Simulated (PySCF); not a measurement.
BrCs, triplet, at the geometry of the source list (a higher spin typed on purpose: for a closed-shell molecule this is an excited state) (all electrons, no relativity); PySCF with R2SCAN/3-21G.

Here is a job for PySCF.
```python
from pyscf import gto, scf, dft

mol = gto.Mole()
mol.atom = '''
    Cs   -1.02520000   -0.71830000   -0.87230000
    Br    1.02520000    0.71830000    0.87230000
'''
mol.basis = '3-21g'
mol.spin = 2
mol.verbose = 5
mol.build()

mf = dft.UKS(mol)
mf.xc = 'r2scan'
mf.kernel()
mf.analyze()
```

What the program printed (banner, timings and long lists left out):

```
PySCF version 2.14.0

[INPUT] verbose = 5
[INPUT] max_memory = 4000
[INPUT] num. atoms = 2
[INPUT] num. electrons = 90
[INPUT] charge = 0
[INPUT] spin (= nelec alpha-beta = 2S) = 2
[INPUT] symmetry False subgroup None
[INPUT] Mole.unit = angstrom
[INPUT] Symbol           X                Y                Z      unit          X                Y                Z       unit  Magmom
[...]
[INPUT] ---------------- BASIS SET ----------------
[INPUT] l, kappa, [nprim/nctr], expnt,             c_1 c_2 ...
[INPUT] Cs
[...]
                                2349.0055         0.365842
                                516.23555         0.692047
[...]
                                67.191157         0.727203
                                27.992003         0.340143
[...]
                                10.868694         0.890128
                                4.740705          0.264863
[...]
                                2.369343          0.832582
                                1.141676          0.388789
[...]
                                0.38362           0.700097
                                0.171306          0.493452
[...]
                                0.040324          0.193604
[...]
                                239.64889         0.419933
                                71.255548         0.643251
[...]
                                25.81081          0.389108
                                10.139452         0.679033
[...]
                                1.936415          0.576976
                                0.814505          0.115405
[...]
                                40.505146         0.476835
                                13.086244         0.595417
[...]
                                2.724824          0.578886
                                1.026678          0.332598
[INPUT] Br
[...]
                                923.69743         0.372041
                                202.52031         0.685873
[...]
                                58.25357          0.093145
                                18.46933          0.961679
[...]
                                6.821752          0.280266
                                2.291629          0.902036
[...]
                                0.499354          1.336012
[...]
                                58.25357          0.601056
                                18.46933          0.41287
[...]
                                6.821752          0.48661
[...]
converged SCF energy = -10094.1991089801  <S^2> = 2.0001454  2S+1 = 3.0000969
Total Energy =                      -10094.199108980134042
[...]
spin_pop of  0 Cs 3s        0.00001
spin_pop of  0 Cs 4s        0.00004
spin_pop of  0 Cs 5s        0.00059
spin_pop of  0 Cs 6s        0.98554
spin_pop of  0 Cs 7s        0.00111
spin_pop of  0 Cs 2px       0.00000
spin_pop of  0 Cs 2py       0.00000
spin_pop of  0 Cs 2pz       0.00000
spin_pop of  0 Cs 3px       0.00000
spin_pop of  0 Cs 3py       0.00000
spin_pop of  0 Cs 3pz       0.00000
spin_pop of  0 Cs 4px       0.00001
spin_pop of  0 Cs 4py       0.00000
spin_pop of  0 Cs 4pz       0.00000
spin_pop of  0 Cs 5px       0.00605
spin_pop of  0 Cs 5py       0.00296
spin_pop of  0 Cs 5pz       0.00439
spin_pop of  0 Cs 6px       0.00019
spin_pop of  0 Cs 6py       0.00013
spin_pop of  0 Cs 6pz       0.00016
spin_pop of  0 Cs 7px       0.00009
spin_pop of  0 Cs 7py       0.00006
spin_pop of  0 Cs 7pz       0.00007
spin_pop of  0 Cs 3dxy      0.00000
spin_pop of  0 Cs 3dyz      0.00000
spin_pop of  0 Cs 3dz^2    -0.00000
spin_pop of  0 Cs 3dxz      0.00000
spin_pop of  0 Cs 3dx2-y2    0.00000
spin_pop of  0 Cs 4dxy      0.00000
spin_pop of  0 Cs 4dyz      0.00000
spin_pop of  0 Cs 4dz^2    -0.00000
spin_pop of  0 Cs 4dxz      0.00000
spin_pop of  0 Cs 4dx2-y2    0.00000
spin_pop of  1 Br 1s        0.00000
spin_pop of  1 Br 2s        0.00000
spin_pop of  1 Br 3s        0.00017
spin_pop of  1 Br 4s        0.01116
spin_pop of  1 Br 5s        0.00140
spin_pop of  1 Br 2px       0.00000
spin_pop of  1 Br 2py       0.00000
spin_pop of  1 Br 2pz       0.00000
spin_pop of  1 Br 3px       0.00015
spin_pop of  1 Br 3py       0.00007
spin_pop of  1 Br 3pz       0.00010
spin_pop of  1 Br 4px       0.44767
spin_pop of  1 Br 4py       0.22052
spin_pop of  1 Br 4pz       0.31705
spin_pop of  1 Br 5px       0.00014
spin_pop of  1 Br 5py       0.00005
spin_pop of  1 Br 5pz       0.00009
spin_pop of  1 Br 3dxy     -0.00000
spin_pop of  1 Br 3dyz     -0.00000
spin_pop of  1 Br 3dz^2    -0.00000
spin_pop of  1 Br 3dxz     -0.00000
spin_pop of  1 Br 3dx2-y2   -0.00000
 ** Mulliken Spin Density (per atom)  **
spin density of  0 Cs =      1.00142
spin density of  1 Br =      0.99858
 ** Mulliken pop alpha/beta on meta-lowdin orthogonal AOs **
 ** Mulliken pop       alpha | beta **
In total            46.00000 | 44.00000
 ** Mulliken atomic charges   ( Nelec_alpha | Nelec_beta ) **
charge of  0Cs =      0.00237  (    27.99953     26.99811 )
charge of  1Br =     -0.00237  (    18.00047     17.00189 )
Dipole moment(X, Y, Z, Debye):  0.64433,  0.45180,  0.54615
```
